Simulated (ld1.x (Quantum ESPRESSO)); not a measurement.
**dysprosium, PAW: configuration errors across variants**

```json
{
 "Element": "Dy",
 "Generator": "ld1.x (Quantum ESPRESSO) 7.5",
 "Type": "PAW",
 "Functional": "PBE",
 "Relativity": "scalar-relativistic",
 "Frozen core": "[Kr] 4d10 4f9",
 "Valence charge": "11",
 "Reference configuration": "5s2 5p6 5d1.5 6s1.5 6p0",
 "Partial waves": "5s (bound): rcut 1.65, rcutus 1.80 bohr; 6s (bound): rcut 1.65, rcutus 1.80 bohr; 5p (bound): rcut 2.40, rcutus 2.90 bohr; 6p (bound, empty): rcut 2.40, rcutus 2.90 bohr; 5d (bound): rcut 1.85, rcutus 2.40 bohr; 5d channel at 0.9 Ry: rcut 1.85, rcutus 2.40 bohr",
 "Local potential": "all-electron potential smoothed inside 2.10 bohr (lloc = -2)",
 "Core correction": "Bessel-smoothed model core inside 1.35 bohr",
 "Augmentation charge": "BESSEL, radius 1.75 bohr"
}
```

All-electron excitation energies from the reference (eV): (1) 5s2 5p6 5d1 6s2 6p0 -1.018; (2) 5s2 5p6 5d1 6s1 6p0 5.823; (3) 5s2 5p6 5d1 6s0 6p0 18.253.

On the changes marked as counting shells twice: ld1.x takes every shell without a wave as core, so the model core holds the marked electrons as well and exchange and correlation see them twice. This cancels in the reference configuration, but the file is broken for other ones, and its errors say nothing about a proper core correction.

The overlap operator is not positive definite (basis up to 400 Ry) in “local potential all-electron potential smoothed inside 1.58 bohr (lloc = -2)”. Such files are unfit for use, however small their errors in these radial tests.

Tests that are not counted but printed errors over 1 eV. “base”: 5s2 5p6 5d0 6s0 6p0 (solver errors, printed error -491 eV). “core correction Bessel-smoothed model core inside 1.70 bohr”: 5s2 5p6 5d0 6s0 6p0 (solver errors, printed error -491 eV); 5s1 5p6 5d1 6s2 6p0 (solver errors, printed error -637 eV). “wave 5d channel at 0.9 Ry: rcut 1.85, rcutus 2.40 bohr becomes 5d channel at 1.29 Ry: rcut 1.85, rcutus 2.40 bohr”: 5s2 5p6 5d0 6s0 6p0 (solver errors, printed error -491 eV); 5s1 5p6 5d1 6s2 6p0 (solver errors, printed error -637 eV).

4 further variants failed, have other tests or another functional or relativity, and are left out.

The file “type RRKJ; waves now 5p (bound): rc 2.90 bohr; 5d (bound): rc 2.40 bohr; 5s (bound): rc 1.80 bohr; local potential the s channel; rho0 0.01 (6s counted twice)” misses its own reference levels by 0.4 eV.

Errors AE − PS in meV (a dash: test not solved or not reliable):

```csv
change,(1),(2),(3),bound ghosts
base,-0.4,-6.9,-30,none
local potential all-electron potential smoothed inside 1.58 bohr (lloc = -2),+1.3,-4.8,-23,not determined (overlap not positive)
"waves 5s (bound): rcut 1.65, rcutus 2.78 bohr; 6s (bound): rcut 1.65, rcutus 2.78 bohr",–,–,–,none
core correction Bessel-smoothed model core inside 1.70 bohr,-0.4,-6.9,-30,none
"wave 5d channel at 0.9 Ry: rcut 1.85, rcutus 2.40 bohr becomes 5d channel at 1.29 Ry: rcut 1.85, rcutus 2.40 bohr",-0.4,-6.7,-29,none
type RRKJ; waves now 5p (bound): rc 2.90 bohr; 5d (bound): rc 2.40 bohr; 5s (bound): rc 1.80 bohr; local potential the s channel; rho0 0.01 (6s counted twice),+216,-382,-1564,none
```

**Question.** Give the same row for: augmentation PSQ, inside the norm-conserving radii.

**Answer.** -0.4, -7.4, -32; bound ghosts: none.
